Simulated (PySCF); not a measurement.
Br2Zr, SMILES [Br][Zr][Br], multiplicity 1.

The structure is a stationary point at B3LYP-D3(BJ)/def2-SVP. The spin state was assumed, not searched. The def2 effective core potentials stand for the cores of Zr; spin–orbit coupling is left out.

Level of theory: B3LYP-D3(BJ)/def2-SVP run with PySCF 2.14.0.

Frequencies are harmonic and unscaled.

```json
[
 {"mode": "1", "ν (cm⁻¹)": "41", "IR (km/mol)": "0.7", "Raman (Å⁴/amu)": "4.3", "depolarisation": "0.26", "moving atoms (share of kinetic energy)": "Br 58 %, Zr 42 %"},
 {"mode": "2", "ν (cm⁻¹)": "245", "IR (km/mol)": "6.1", "Raman (Å⁴/amu)": "2.9", "depolarisation": "0.42", "moving atoms (share of kinetic energy)": "Br 79 %, Zr 21 %"},
 {"mode": "3", "ν (cm⁻¹)": "319", "IR (km/mol)": "59.5", "Raman (Å⁴/amu)": "1.5", "depolarisation": "0.75", "moving atoms (share of kinetic energy)": "Zr 60 %, Br 40 %"}
]
```
